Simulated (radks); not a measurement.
Question: Ni22+, configuration [He] 2s2 2p2. Calculated with a radial shooting solver on a logarithmic mesh with Libxc functionals: scalar-relativistic Kohn-Sham, LDA (Slater exchange, VWN5 correlation), spin-polarised, spherical densities, finite nucleus; open shells are filled with parallel spins first; Fermi nuclear charge, rms radius 3.7757 fm. Some entries of the table are withheld. Estimate them.

| orbital | occ. | eigenvalue (eV) | <1/r> (bohr^-1) |
|---|---|---|---|
| 1s up | 1 | -9484.962 | (1) |
| 1s down | 1 | -9470.804 | (2) |
| 2s up | 1 | (3) | 6.551 |
| 2s down | 1 | (4) | 6.508 |
| 2p up | 2 | (5) | 6.425 |
| 2p down | 0 | (6) | 6.393 |

Answer: 
(1) 1s up <1/r> (bohr^-1): 28.11
(2) 1s down <1/r> (bohr^-1): 28.14
(3) 2s up eigenvalue (eV): -2042.874
(4) 2s down eigenvalue (eV): -2020.385
(5) 2p up eigenvalue (eV): -1950.021
(6) 2p down eigenvalue (eV): -1922.735
